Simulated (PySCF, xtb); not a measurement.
C3H5, SMILES C(=C)[CH2] (connectivity only; charge and spin as stated), charge +1, multiplicity 1.

Harmonic wavenumbers (cm⁻¹) from GFN2-xTB (xtb 6.7.1) at its own minimum, in rising order: 276, 299, 432, 883, 950, 983, 995, 1001, 1239, 1249, 1306, 1416, 1539, 3021, 3027, 3041, 3061, 3071.

What does PBE-D3(BJ)/def2-TZVP (PySCF) give at its own minimum? (An estimate is asked for; the answer gives what the named calculation found.)

279, 425, 581, 924, 1013, 1026, 1113, 1116, 1266, 1276, 1403, 1499, 1575, 3063, 3065, 3122, 3168, 3170. Paired by order, the mean absolute difference is 72 cm⁻¹ and the zero-point energies are 39.7 and 41.6 kcal/mol.
